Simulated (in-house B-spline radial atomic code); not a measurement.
Configurations of Ba, with energies counted from [Xe] 6s2. Computed with a B-spline radial code for spherical atoms: scalar-relativistic (X2C) TPSSh, spin-polarised, spherical fractional occupations, exact exchange averaged over the configuration, Fermi nucleus of rms radius 4.8378 fm. Shells without spins written out take the highest spin.

Occupations are held fixed; configurations that lie above the ionisation limit could autoionise.

```
                         configuration  E - E(ref) (eV)  highest orbital  its <r> (bohr)
                          [Xe] 4f1 6s1           4.0138            4f up           14.42
                          [Xe] 6s1 6f1            4.417            6f up           29.71
              [Kr] 4d9 5s2 5p6 6s2 7p1           97.259            7p up           12.56
              [Kr] 4d9 5s2 5p6 6s2 6f1           98.234            6f up           27.12
[Ar] 3d10 4s2 4p5 4d10 5s2 5p6 6s2 6p1            188.7            6p up           5.295
```

(1) Order these further configurations by energy, lowest first.
A. [Kr] 4d10 5s1 5p6 5d1 6s2
B. [Ar] 3d10 4s2 4p5 4d10 5s2 5p6 6s2 7p1
C. [Ar] 3d10 4s2 4p5 4d10 5s2 5p6 6s2 7s1
D. [Kr] 4d9 5s2 5p6 5d1 6s2
E. [Kr] 4d10 5s1 5p6 6s2 6p1

(2) How far above the reference does [Kr] 4d10 5s1 5p6 6s2 7d1 lie?

Results:

(1) A (32.739 eV), E (35.07 eV), D (92.349 eV), C (190.73 eV), B (191.24 eV).

(2) 38.243 eV; its least bound orbital is 7d up with <r> = 20.41 bohr.
